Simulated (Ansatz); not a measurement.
`CC(C)OB(O)Cl`. Total charge 0; spin multiplicity 1. The geometry is a stationary point of PBE0-D4/def2-TZVP. It is one conformer, not always the lowest.

```xyz
15

C     1.603   -0.108   -0.089
C     0.157   -0.511    0.103
C    -0.292   -1.574   -0.873
O    -0.681    0.632   -0.096
B    -1.054    1.502    0.863
O    -1.826    2.572    0.558
Cl   -0.582    1.315    2.562
H     2.258   -0.971    0.049
H     1.891    0.657    0.634
H     1.757    0.286   -1.097
H     0.013   -0.867    1.127
H    -0.172   -1.224   -1.901
H    -1.342   -1.827   -0.713
H     0.304   -2.480   -0.745
H    -2.034    2.597   -0.381
```

Question: What is the dipole moment at PBE/def2-TZVPP? (Estimate.)

Answer: Ansatz gave: 2.60 D, with components (0.63, -1.43, -2.08) D in this frame, pointing from negative to positive charge.

Question: And with r2SCAN, B3LYP, ωB97M-V? (An estimate is asked.)

Answer: The calculation gave: r2SCAN 2.68 D, B3LYP 2.66 D, ωB97M-V 2.66 D.

Question: Give the Mulliken charges with PBE, r2SCAN, ωB97M-V in def2-TZVPP. (Estimate.)

Answer: The calculation gave: 
```csv
atom,PBE,r2SCAN,ωB97M-V
C1,-0.24,-0.16,-0.28
C2,0.18,0.25,0.08
C3,-0.24,-0.14,-0.29
O4,-0.25,-0.34,-0.31
B5,0.26,0.38,0.33
O6,-0.22,-0.29,-0.26
Cl7,-0.20,-0.21,-0.17
H8,0.08,0.04,0.10
H9,0.09,0.05,0.11
H10,0.08,0.05,0.11
H11,0.04,0.01,0.08
H12,0.08,0.04,0.11
H13,0.09,0.05,0.11
H14,0.08,0.04,0.10
H15,0.20,0.21,0.19
```

B3LYP here is the variant with VWN-RPA as its local correlation; programs differ in this.
